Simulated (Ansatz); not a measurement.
Reactions of C$_{6}$H$_{12}$, SMILES `CC=CCCC`.

Program: Ansatz. Geometries: PBE0-D4/def2-TZVP. ΔE: electronic, gas phase. CCSD(T)/CBS adds triple-zeta CCSD(T) − MP2 to the extrapolated MP2 energy (def2 sets, frozen cores). This one scheme is used for every species. Double bonds are as drawn, so ΔE can hold a change between cis and trans. def2 core potentials past Kr. For I outer-core shells are correlated without core-valence functions, which leaves a few kJ/mol of doubt a bond. Each species was taken in one conformer, which may not be the lowest.

Problem. Order these by ΔE at CCSD(T)/CBS, lowest first. (An estimate is asked.)
A. `C/C=C/CCC` + H₂O → `CCCO` + `C=CC`
B. `C/C=C/CCC` + HI → `C/C=C/I` + `CCC`
C. `C/C=C/CCC` + `[OH][AlH2]` → `C[O][AlH2]` + `C=CCCC`
D. `C/C=C/CCC` + `BCl` → `C/C=C\BCl` + `CCC`
E. `C/C=C/CCC` + `NCSS` → `CNCSS` + `C=CCCC`

Solution. D (-14.5 kcal/mol), B (+2.1 kcal/mol), E (+8.5 kcal/mol), A (+14.0 kcal/mol), C (+17.0 kcal/mol).

Largest T1 diagnostic: 0.012, for `C[O][AlH2]`.
